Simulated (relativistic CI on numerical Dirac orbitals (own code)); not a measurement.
# Hyperfine structure of Cs25+, mass number 133

Calculated at this level of theory: Dirac-Coulomb-Breit CI, separate exchange-only KLI orbitals for each configuration, QED by a radiative potential, unscaled Slater integrals (own radial code, finite nucleus).

CI space (outside the closed core [Ar] 3d10): 4s², 4s4p, 4p², 4s4d, 4d², 4s4f, 4p4d, 4f², 4p4f, 4d4f, 4s5s, 4s5p, 4s5d, 4s5f, 4s5g, 4s6s. Levels of other configurations are missing.

Nuclear spin I = 7/2, μ = 2.5778 μN, Q = -0.0034 b (tables of Stone and Pyykkö). The electronic factors are computed for point nuclear moments, without core polarisation or the Bohr-Weisskopf and QED corrections.

```tsv
Level	E (cm⁻¹)	A (GHz)	B (GHz)
4s4p ³P°1	409891	163.4	0.0419
4s4p ³P°2	543135	79.57	-0.113
4s4p ¹P°1	645346	-36.07	-0.0965
4p² ³P1	1024072	-5.249	-0.0566
4p² ¹D2	1028954	29.34	-0.101
4p² ³P2	1178917	12.75	0.0116
4s4d ³D1	1301012	-62.68	-0.00888
4s4d ³D2	1311499	40.9	-0.0141
```

Levels with J = 0, under 50 % of one LS term, or S terms without an open s electron are left out. Small factors come from cancelling terms and can be off by tens of per cent or more.

At this charge energies of transitions that change n are usually good to better than 1 %, and those within a shell (Δn = 0) to a few per cent.

(1) Give the hyperfine levels of 4s4p ³P°1 relative to its centre of gravity.

Answers

(1) With K = F(F + 1) − I(I + 1) − J(J + 1), E = AK/2 + B[¾K(K + 1) − I(I + 1)J(J + 1)]/[2I(2I − 1)J(2J − 1)]: F = 5/2: -735.2, F = 7/2: -163.4, F = 9/2: 571.8 GHz.

LS names give the leading component of a level, which can be under half, so a name can repeat, a term be missing and a line seem to break the LS rules.
